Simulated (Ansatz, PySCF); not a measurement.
System: SiH2S2Cl, charge 0, multiplicity 2. SMILES: Cl[Si](S)S
Geometry: optimised at B3LYP-D3(BJ)/def2-TZVP (Ansatz, a first-principles code).

Quantity: size of the dipole moment, in D. Conventions: 6-311+G** with 5d, 6d on Na to Ar in Ansatz; 6-31G* and kin with 6d, 5d where marked; dispersion terms only where a functional's name holds one; non-relativistic; UHF or UKS for open shells; spin-orbit terms left out. First-principles rows: single points at B3LYP-D3(BJ) geometries (Ansatz).

| level | program | size of the dipole moment (D) |
|---|---|---|
| BP86/def2-SVP | PySCF | 0.94 |
| BP86/6-31G* (5d) | PySCF | 1.09 |
| B3LYP/STO-3G | Ansatz | 1.91 |
| B3LYP/6-31G* | Ansatz | 1.21 |
| B3LYP/6-31G** | Ansatz | 1.19 |
| B3LYP/cc-pVDZ | Ansatz | 0.96 |
| B3LYP/6-311+G** | Ansatz | 1.20 |

No value to compare with is used here. The 7 habitual levels span 0.94 (BP86/def2-SVP) to 1.91 D (B3LYP/STO-3G).

The levels are drawn from those run, B3LYP/6-31G* more often than the rest, none by its result; left out are runs that failed, that the program found above a lower state of the same kind, or whose <S^2> lies over 0.5 above the pure value.
